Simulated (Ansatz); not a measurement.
Gas-phase electronic energies from Ansatz, PBE0-D4/def2-TZVP geometries. CCSD(T)/CBS is the MP2 limit (def2-TZVPP, def2-QZVPP) plus CCSD(T) − MP2 in def2-TZVPP, frozen cores. This one scheme is used for every species. Functionals use def2-TZVPP. HSE06 is defined as in plane-wave codes. Elements past krypton have def2 core potentials. For I outer-core shells are correlated without core-valence functions, which leaves a few kJ/mol of doubt a bond.

Consider the ligand exchange at the Al–N bond: `[AlH2][N]([SiH3])[SiH3]` + HI → `[AlH2][I]` + `[SiH3]N[SiH3]`.

`[AlH2][N]([SiH3])[SiH3]`:

Z-matrix (Å, degrees):
```
Si
N 1 1.738
H 1 1.489 2 110.8
H 1 1.489 2 110.8 3 -119.4
H 1 1.485 2 109.2 3 120.3
Si 2 1.738 1 117.8 3 60.0
Al 2 1.796 1 121.1 3 -120.1
H 6 1.485 2 109.2 1 -179.7
H 6 1.489 2 110.8 1 -59.4
H 6 1.489 2 110.8 1 60.0
H 7 1.580 2 117.9 1 -179.8
H 7 1.580 2 117.9 1 0.2
```

HI:

```xyz
2

I     0.675   -0.046   -0.437
H    -0.675    0.046    0.437
```

`[AlH2][I]`:

Cartesian coordinates in Å:
```
Al 0.058 0.206 -0.130
I -0.512 -1.828 1.153
H 0.489 1.489 0.679
H -0.034 0.133 -1.702
```

`[SiH3]N[SiH3]`:

Cartesian coordinates in Å:
```
Si -0.204 0.777 -1.339
N -0.137 0.500 0.363
Si 0.245 -0.954 1.212
H -0.109 -0.544 -2.007
H 0.908 1.644 -1.821
H -1.478 1.446 -1.719
H -0.288 1.314 0.943
H 0.283 -2.052 0.215
H -0.781 -1.249 2.249
H 1.562 -0.882 1.904
```

CCSD(T)/CBS gives -51.6 kJ/mol.

Another level gave -55.4 kJ/mol. Which?
A. PBE-D4/def2-TZVPP
B. B97M-V/def2-TZVPP
C. RPA@PBE/def2-TZVPP
D. HSE06-D4/def2-TZVPP

D. HSE06-D4 -55.4, PBE-D4 -49.6, RPA@PBE/def2-TZVPP -39.4, B97M-V -44.9 kJ/mol.

Largest T1 diagnostic among the species: 0.012.

From r2SCAN to r2SCAN0 (25 % exact exchange), in def2-TZVPP and without D4, ΔE moves by −4.7 kJ/mol. At CCSD(T), def2-SVP lies +9.5 kJ/mol from the extrapolated value and def2-TZVPP +6.8 kJ/mol.
